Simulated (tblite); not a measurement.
Species: C8H9ClSi.
Structure used (GFN2-xTB), in Å, numbered top down from 1:
```xyz
19
C8H9ClSi angstrom
C      4.9420    1.0998   -0.7451
C      3.7838    0.7966   -0.8778
C      2.4769    0.4544   -1.0124
C      1.3048    0.1855   -1.1286
C     -0.0797   -0.1866   -1.2017
Cl    -0.2734   -1.5278   -2.4137
C     -0.6063   -0.6592    0.1417
C     -0.7021    0.4533    1.2090
C     -2.1233    0.1778    1.7416
Si    -2.4842   -1.0320    0.3027
H      5.9503    1.3641   -0.6350
H     -0.6785    0.6414   -1.5944
H      0.0302   -1.4757    0.4890
H     -0.6367    1.4393    0.7491
H      0.0748    0.3901    1.9699
H     -2.7386    1.0701    1.8274
H     -2.1047   -0.2930    2.7222
H     -3.2922   -0.4808   -0.7838
H     -2.8529   -2.4078    0.6207
```

Method: GFN2-xTB as coded in tblite; computed harmonic values from a numerical Hessian at the method's own geometry, unscaled. Errors from tens to a few hundred cm⁻¹ against measured bands are possible. Modes of hydrogen on silicon can be 10 to 20 % off. One conformer, not necessarily the lowest.

Harmonic wavenumbers (cm⁻¹): 34.8, 51.0, 59.0, 89.2, 124.9, 169.2, 197.6, 254.9, 313.8, 373.8, 379.5, 381.8, 401.5, 434.9, 480.5, 534.3, 619.2, 635.2, 639.3, 694.2, 700.7, 722.6, 753.6, 771.9, 792.8, 881.1, 979.6, 1027.4, 1073.6, 1107.7, 1132.3, 1173.3, 1182.3, 1204.4, 1218.0, 1238.4, 1279.5, 1318.8, 1472.0, 1498.4, 2216.9, 2277.9, 2297.1, 2336.8, 2903.5, 2961.0, 2985.8, 3003.4, 3009.0, 3019.3, 3405.0.

A = 1528, B = 515.0, C = 396.0 MHz; mass 168.016 u (most abundant isotopes); point group C1, symmetry number 1.

Question: Zero-point energy?

Answer: Half the sum of the wavenumbers: 29406 cm⁻¹ = 351.78 kJ/mol.

Question: Entropy at 298.15 K, 1 bar (ideal gas, RRHO, classical rotation)?

Answer: Translation 172.76, rotation 131.01, vibration 163.02: S = 466.8 J/(mol K).

Question: And Cp and H(298.15 K) − H(0)?

Answer: Cp = 191.67 J/(mol K), of which vibrations give 158.41 (their classical limit is 51 R = 424.0); H(298.15 K) − H(0) = 34.54 kJ/mol without the zero-point energy, 24.62 from vibrations.

Question: How do the functions run with temperature in this model?

Answer: 
```
T (K)  S (J/(mol K))  Cp (J/(mol K))  H − H(0) (kJ/mol)  G − H(0) (kJ/mol)  ln q(vib)
  100          321.2            91.1               6.32             -25.79       2.86
  200          400.3           143.4              18.04             -62.02       6.36
  300          468.0           192.5              34.89            -105.50       9.74
  500          585.0           266.4              81.34            -211.16      16.19
  800          725.9           332.0             172.02            -408.67      24.96
 1000          803.1           360.0             241.37            -561.75      30.19
```

q(vib) and H(0) count from the zero-point level.

Question: Blend soft modes into free rotors: weight 1/[1 + (100 cm⁻¹/ν̃)⁴] for the oscillator and the rest for a rotor with moment μB/(μ + B), μ = h/(8π²ν), B = 10⁻⁴⁴ kg m². What vibrational entropy results?

Answer: 144.99 J/(mol K) in place of 163.02, which changes −T·S at 298.15 K by +5.38 kJ/mol.

Hindered rotation and anharmonicity are outside this model. Other conformers, if any are populated, would add a mixing term that is left out. The structure is chiral; the term R ln 2 for an equal mix with its mirror image is left out.
